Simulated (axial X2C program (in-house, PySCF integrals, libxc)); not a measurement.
# Worked dissociation energy of MgAs: MP2, scalar-relativistic

Calculated with an in-house relativistic program for diatomic molecules. Spin-free means the one-electron spin-free X2C Hamiltonian. Basis: As dyall-v4z [10s11p8d2f1g], Mg dyall-v4z [11s10p7d5f3g] (cores contracted in-house); Gaussian nuclei, density fitting, unrestricted open shells. Masses: As 74.922 u, Mg 23.985 u.

Molecular state: M_S = 3/2, Λ = 0 (beyond evenly filled blocks: σα, π+α, π-α).

Correlated methods: 7 electrons correlated (number of frozen shells: As 3 s, 2 p, 1 d; Mg 2 s, 1 p), 353 virtual spin orbitals or spinors in MP2.

| Property | Result |
| --- | --- |
| E(As) (2M_S = 3, M_L = 0) | -2259.164966 hartree |
| E(Mg) (2M_S = 0, M_L = 0) | -199.946459 hartree |
| E(MgAs) at Re | -2459.130252 hartree |
| ωe | 267.7 cm⁻¹ |

Task: Work out De and D0.

Result: De = -2259.164966 + (-199.946459) − (-2459.130252) = 0.01883 hartree = 0.512 eV. The zero-point energy is ωe/2 = 134 cm⁻¹ = 0.017 eV, so D0 = 0.496 eV.

Occupations by symmetry block were frozen at the best pattern of an incomplete PBE0 search. De is counted from the lowest determinant-based energies of the atoms at the same level, without counterpoise correction. Other states lie close and PBE0, whose exact exchange favours high spin, may order them wrongly; the determinant shown need not be the ground state. The nearest other spin-free determinant of the search, M_S = 1/2, Λ = 0, lies 0.16 eV up at the distance of the search. Some points did not converge and are left out. The determinant is spin-polarised beyond a pure state at some levels (its spin-free form has ⟨S²⟩ too high), which makes Re and μ there less reliable.

Each atomic determinant is the lowest at this level and need not be a pure term. Totals compare only within one Hamiltonian and basis.
